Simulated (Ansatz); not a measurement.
Species: BHBr2, charge 0, singlet. BHBr2 (SMILES BrBBr).
B3LYP-D3(BJ)/def2-TZVP minimum from Ansatz (a program for electronic structure):
```xyz
4

B     -0.6279    -0.3892    -0.3974
H     -1.5111    -0.9367    -0.9564
Br    -0.3438     1.4658    -0.7050
Br     0.4767    -1.3835     0.7891
```
Charge 0, spin multiplicity 1.

Total energies in hartree (Ansatz). Radicals and triplets start from unrestricted determinants; spin-orbit coupling is neglected. Correlated methods leave the cores frozen (noble-gas shells, and filled d and f shells in the p block). No relativity. For partners of very few electrons the exact lower level stands in for a higher one. Spin-orbit terms, left out, reach several kcal/mol for Br and I, and more for heavier atoms.

| species | HF/cc-pVTZ | CCSD(T)/cc-pVTZ | HF/cc-pVQZ | CCSD(T)/cc-pVQZ | CCSDT(Q)/cc-pVTZ |
|---|---|---|---|---|---|
| 1: BHBr2 (SMILES BrBBr) | -5170.26289 | -5170.73625 | -5170.27022 | -5170.78579 | -5170.73815 |
| 2: B (doublet) | -24.53207 | -24.59810 | -24.53297 | -24.60084 | -24.59852 |
| 3: H (doublet) | -0.49981 | -0.49981 | -0.49995 | -0.49995 | -0.49981 |
| 4: Br (doublet) | -2572.44509 | -2572.60263 | -2572.44802 | -2572.62195 | -2572.60328 |

Task: Work out the atomisation energy (electronic, to ground-state atoms) in kcal/mol: take Hartree-Fock from cc-pVQZ, extrapolate the CCSD(T) correlation energy as X^-3 (X = 3, 4), and add CCSDT(Q) - CCSD(T) in cc-pVTZ. 1 hartree = 627.51 kcal/mol.

Result: 
Species 1: correlation (64·(-0.51557) - 27·(-0.47336))/37 = -0.54637; step -0.00190; E1 = -5170.27022 + (-0.54637) + (-0.00190) = -5170.81849
Species 2: correlation (64·(-0.06787) - 27·(-0.06603))/37 = -0.06921; step -0.00042; E2 = -24.53297 + (-0.06921) + (-0.00042) = -24.60260
Species 3: correlation (64·(0.00000) - 27·(0.00000))/37 = 0.00000; step +0.00000; E3 = -0.49995 + (0.00000) + (+0.00000) = -0.49995
Species 4: correlation (64·(-0.17393) - 27·(-0.15754))/37 = -0.18589; step -0.00065; E4 = -2572.44802 + (-0.18589) + (-0.00065) = -2572.63456
-1·E1 +1·E2 +1·E3 +2·E4 = 0.44682 hartree = 280.4 kcal/mol.
